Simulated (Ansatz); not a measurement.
Question: Name a neutral molecule of Al, Cl, O, Si and H with size of the dipole moment (ωB97M-V/def2-TZVPP) between 5.70 and 6.00 D and HOMO energy (ωB97M-V/def2-TZVPP) between -10.85 and -10.55 eV (Ansatz, PBE0-D4/def2-TZVP geometry).

Answer: `[SiH3][OH+][Al-]([Cl])([Cl])[Cl]` (5.84 D, -10.83 eV). Other molecules can fit too; these were computed, each in one conformer that needn't be the lowest.
